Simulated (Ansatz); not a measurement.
`C#[C][InH][Cl]` + `N[SiH3]` → `C#CN[SiH3]` + `[Cl][InH2]`  (substitution at a C–In bond)

Computed with Ansatz on PBE0-D4/def2-TZVP structures; ΔE is electronic, products minus reactants. CCSD(T)/CBS adds triple-zeta CCSD(T) − MP2 to the extrapolated MP2 energy (def2 sets, frozen cores). This one scheme is used for every species. Functionals use def2-TZVPP. B3LYP here is the variant with VWN-RPA as its local correlation; programs differ in this. def2 core potentials past Kr. For In outer-core shells are correlated without core-valence functions, which leaves a few kJ/mol of doubt a bond.

| level | ΔE (kJ/mol) |
| --- | --- |
| LDA (SPW92) | 36.9 |
| B3LYP-D4 | 59.9 |
| B2PLYP | 73.2 |
| PBE0 | 59.0 |
| r2SCAN0 | 64.0 |
| LC-ωPBE | 63.9 |
| MP2/def2-SVP | 65.8 |
| MP2/def2-QZVPP | 87.9 |

What does CCSD(T)/CBS give? (Best estimate.)

The calculation gave: +83.8 kJ/mol. The listed levels differ from it by -46.9, -23.9, -10.6, -24.8, -19.8, -19.9, -18.0, 4.1 kJ/mol.

Largest T1 diagnostic among the species: 0.014.

From PBE to PBE0 (25 % exact exchange), in def2-TZVPP and without D4, ΔE moves by +3.6 kJ/mol. At CCSD(T), def2-SVP lies −21.2 kJ/mol from the extrapolated value and def2-TZVPP +1.0 kJ/mol. Leaving LDA and LC-ωPBE aside and taking each functional with its dispersion term where it has one, the values, not all of them listed here, spread over 19.2 kJ/mol, from revPBE-D4 to B2PLYP. LDA lies −18.5 kJ/mol from PBE without D4.
